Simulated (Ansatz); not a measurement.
Gas-phase electronic energies from Ansatz, PBE0-D4/def2-TZVP geometries. CBS: MP2 limit from def2 TZ/QZ plus the TZ coupled-cluster correction, frozen cores. This one scheme is used for every species. Functionals use def2-TZVPP. HSE06 is defined as in plane-wave codes. For Ge outer-core shells are correlated without core-valence functions, which leaves a few kJ/mol of doubt a bond. Scalar relativity is left out up to krypton. One conformer a species, not always the lowest.

Consider the redistribution: `FBF` + `O=C=[N][Ge]([F])([Cl])[Cl]` → `O=C=NBF` + `[F][Ge]([F])([Cl])[Cl]`.

```tsv
level	ΔE (kJ/mol)
r2SCAN0-D4	29.6
HSE06-D4	28.8
r2SCAN0	28.2
HSE06	25.4
```

Q: What does CCSD(T)/CBS give? (Estimate.)

A: The calculation gave: +35.2 kJ/mol. The listed levels differ from it by -5.6, -6.4, -7.0, -9.8 kJ/mol.

Largest T1 diagnostic among the species: 0.016.

From BLYP to BHLYP (50 % exact exchange), in def2-TZVPP and without D4, ΔE moves by +11.0 kJ/mol. Leaving LDA and LC-ωPBE aside and taking each functional with its dispersion term where it has one, the values, not all of them listed here, spread over 10.9 kJ/mol, from B97M-V to PBE-QIDH. LDA lies +3.7 kJ/mol from PBE without D4.
